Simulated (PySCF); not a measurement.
C2H6Bi, SMILES [CH3][Bi+][CH3] (connectivity only; charge and spin as stated), charge +1, multiplicity 1.

The structure is a stationary point at B3LYP-D3(BJ)/def2-SVP. The multiplicity is an assumed one; other spin states were not compared. The isomer is the one that the SMILES or the coordinates give; other isomers of the formula were not compared. The def2 effective core potentials stand for the cores of Bi; spin–orbit coupling is left out.

Computed with TDA-M06-2X/def2-SVPD in PySCF.

Vertical excitations. Isolated molecule, no solvent. State labels are in the subgroup C2.

```csv
state,symmetry,energy (eV),λ (nm),f,main pairs
S1,B,2.29,543,0.006,HOMO→LUMO 99 %
S2,A,3.03,409,0.000,HOMO−1→LUMO 99 %
S3,B,6.44,193,0.007,"HOMO−2→LUMO 81 %, HOMO→LUMO+1 17 %"
S4,A,6.49,191,0.000,HOMO−3→LUMO 99 %
S5,A,6.81,182,0.006,HOMO−4→LUMO 85 %
S6,B,6.86,181,0.025,HOMO−5→LUMO 85 %
S7,B,6.91,179,0.125,"HOMO→LUMO+1 56 %, HOMO−1→LUMO+2 16 %, HOMO−5→LUMO 14 %, HOMO−2→LUMO 11 %"
S8,A,7.16,173,0.027,"HOMO→LUMO+2 56 %, HOMO−1→LUMO+1 41 %"
S9,A,7.87,158,0.000,HOMO→LUMO+3 98 %
S10,B,8.41,147,0.308,"HOMO−1→LUMO+3 72 %, HOMO−1→LUMO+2 18 %"
T1,B,1.44,863,0,HOMO→LUMO 98 %
T2,A,2.54,489,0,HOMO−1→LUMO 99 %
T3,B,5.30,234,0,HOMO→LUMO+1 83 %
T4,A,5.60,221,0,"HOMO−1→LUMO+1 49 %, HOMO→LUMO+2 36 %"
```
Triplets are in the Tamm–Dancoff approximation.
